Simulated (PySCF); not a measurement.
# Orbital picture of ScO

PBE0 at R = 1.650 Å; PySCF, no relativity, basis sets Sc def2-TZVP, O def2-TZVP. State: ²Σ⁺ (doublet), unpaired electrons σ ↑. Only the outer orbitals are listed, counted within each symmetry.

```tsv
spin	orbital	occ.	ε (eV)	on Sc (%)	main shells (%)
α	6σ	1	-36.15	92	92 Sc p
α	2π	1	-35.66	100	100 Sc p
α	2π	1	-35.66	100	100 Sc p
α	7σ	1	-22.75	13	88 O s
α	3π	1	-8.22	23	77 O p, 20 Sc d
α	3π	1	-8.22	23	77 O p, 20 Sc d
α	8σ	1	-8.03	26	71 O p, 23 Sc d
α	9σ	1	-4.69	96	75 Sc s, 14 Sc p
α	1δ	0	-1.45	100	100 Sc d
α	1δ	0	-1.45	100	100 Sc d
α	4π	0	-0.97	96	54 Sc p, 42 Sc d
β	6σ	1	-35.89	91	91 Sc p
β	2π	1	-35.52	100	100 Sc p
β	2π	1	-35.52	100	100 Sc p
β	7σ	1	-22.81	13	88 O s
β	3π	1	-8.25	21	79 O p, 18 Sc d
β	3π	1	-8.25	21	79 O p, 18 Sc d
β	8σ	1	-8.05	24	74 O p, 21 Sc d
β	9σ	0	-2.23	98	83 Sc s
β	1δ	0	-1.00	100	100 Sc d
β	1δ	0	-1.00	100	100 Sc d
```

Question: Which are the highest filled and the lowest empty level, where do they sit, and how wide is the gap?

Answer: Highest filled α 9σ at -4.69 eV (in %: 75 Sc s, 14 Sc p); lowest empty β 9σ at -2.23 eV (in %: 83 Sc s); the gap at PBE0 is 2.46 eV.

| Property | Result |
| --- | --- |
| bond order (Mayer) | 2.28 |
| ⟨S²⟩ | 0.752 |
| charge on Sc (Mulliken, basis-dependent) | 0.61 |
| charge on Sc (Löwdin, basis-dependent) | 0.25 |
| dipole moment (positive dipole means Sc(−)O(+)) | -4.08 D |
| polarisability along the bond | 65.5 bohr³ |
| polarisability across the bond | 85.2 bohr³ |

With d or f electrons several states lie close, and the lowest PBE0 determinant need not be the measured ground state.
